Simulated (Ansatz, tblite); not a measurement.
Removing and adding an electron: `C[Si](C)(C)[Si](C)(C)[Si](C)(C)[Si](C)(C)[Si](C)(C)[Si](C)(C)[Si](C)(C)[Si](C)(C)[Si](C)(C)[Si](C)(C)C`. Charge 0, multiplicity 1. Geometry: r2SCAN-D4/def2-SVP. Ansatz, gas phase; energy differences of separate SCF runs; the oxidised species was run as a doublet alone; the reduced species was run as a doublet alone.

```xyz
98

C    -6.156    6.486   -1.015
Si   -4.545    5.672   -0.437
C    -3.153    6.203   -1.603
C    -4.164    6.320    1.300
Si   -4.901    3.331   -0.438
C    -5.508    2.803    1.287
C    -6.298    2.970   -1.684
Si   -3.056    2.003   -1.075
C    -3.726    0.248   -1.392
C    -2.306    2.667   -2.689
Si   -1.480    1.906    0.671
C    -2.158    0.767    2.031
C    -1.288    3.642    1.430
Si    0.689    1.285   -0.026
C     1.798    1.227    1.520
C     1.324    2.710   -1.123
Si    0.986   -0.677   -1.306
C     0.068   -0.479   -2.962
C     2.842   -0.765   -1.721
Si    0.350   -2.750   -0.373
C    -1.335   -2.649    0.503
C     0.162   -3.960   -1.832
Si    1.844   -3.651    1.219
C     0.892   -5.083    2.044
C     2.205   -2.376    2.582
Si    3.856   -4.554    0.348
C     3.876   -4.630   -1.551
C     3.987   -6.346    0.982
Si    5.794   -3.443    1.108
C     5.925   -3.577    2.991
C     5.862   -1.616    0.621
C     7.292   -4.318    0.345
H    -6.063    7.586   -1.007
H    -7.000    6.217   -0.359
H    -6.420    6.179   -2.040
H    -3.328    5.854   -2.634
H    -2.179    5.802   -1.275
H    -3.070    7.303   -1.630
H    -4.935    6.010    2.025
H    -4.137    7.423    1.294
H    -3.189    5.966    1.671
H    -6.446    3.322    1.549
H    -4.767    3.041    2.067
H    -5.704    1.718    1.328
H    -6.556    1.897   -1.687
H    -6.006    3.247   -2.711
H    -7.211    3.535   -1.432
H    -4.447    0.245   -2.227
H    -2.914   -0.452   -1.650
H    -4.239   -0.151   -0.502
H    -3.080    2.777   -3.467
H    -1.538    1.978   -3.077
H    -1.835    3.652   -2.543
H    -1.428    0.639    2.849
H    -2.405   -0.231    1.639
H    -3.078    1.194    2.465
H    -2.242    3.961    1.881
H    -0.522    3.656    2.224
H    -1.006    4.394    0.675
H     1.451    0.477    2.247
H     2.840    0.979    1.251
H     1.809    2.208    2.024
H     0.728    2.813   -2.044
H     1.273    3.670   -0.581
H     2.375    2.548   -1.415
H    -1.025   -0.428   -2.833
H     0.289   -1.330   -3.628
H     0.389    0.442   -3.479
H     3.032   -1.552   -2.471
H     3.207    0.188   -2.141
H     3.448   -0.998   -0.830
H    -2.091   -2.140   -0.119
H    -1.711   -3.661    0.728
H    -1.258   -2.100    1.455
H     1.060   -3.973   -2.470
H    -0.014   -4.990   -1.477
H    -0.696   -3.671   -2.462
H     1.512   -5.583    2.808
H     0.585   -5.847    1.311
H    -0.018   -4.709    2.542
H     1.267   -1.946    2.974
H     2.731   -2.851    3.427
H     2.829   -1.546    2.218
H     3.784   -3.630   -2.002
H     4.821   -5.075   -1.906
H     3.049   -5.252   -1.932
H     4.899   -6.833    0.597
H     4.023   -6.388    2.083
H     3.122   -6.948    0.654
H     5.870   -4.627    3.326
H     6.887   -3.166    3.342
H     5.119   -3.021    3.497
H     5.033   -1.042    1.068
H     6.806   -1.161    0.970
H     5.812   -1.484   -0.472
H     7.316   -5.386    0.616
H     8.233   -3.862    0.698
H     7.282   -4.252   -0.756
```

The xTB rows come from tblite. Single mean-field runs in def2-SVP are fitted with def2-universal-jkfit. HOMO above LUMO, or a gap near zero within one spin, warns that the state may not be the lowest or that an electron is smeared out.

```tsv
level	−HOMO (eV)	vertical IE (eV)	−LUMO (eV)	vertical EA (eV)	HOMO–LUMO gap (eV)	IE − EA (eV)	remarks
GFN1-xTB	9.84	11.06	6.90	5.54	2.94	5.52	–
GFN2-xTB	8.45	9.80	5.14	3.74	3.31	6.06	–
PBE-D4/def2-SVP	5.15	6.65	0.65	-0.60	4.50	7.25	HOMO above zero (-1 doublet), gap within one spin near zero (+1 doublet), gap within one spin near zero (-1 doublet)
PBE0-D4/def2-SVP	6.19	7.23	-0.05	-0.90	6.24	8.13	HOMO above zero (-1 doublet)
```

   A HOMO above zero means that the electron is unbound at that level or that self-interaction error raises the level; the energy of removing that electron tells which. Raw xTB energy differences between charge states are shifted by several eV; the methods need an empirical correction for them. Sets without diffuse functions give affinities that are too small. A negative affinity means that the extra electron isn't bound; its size then hangs on the basis.
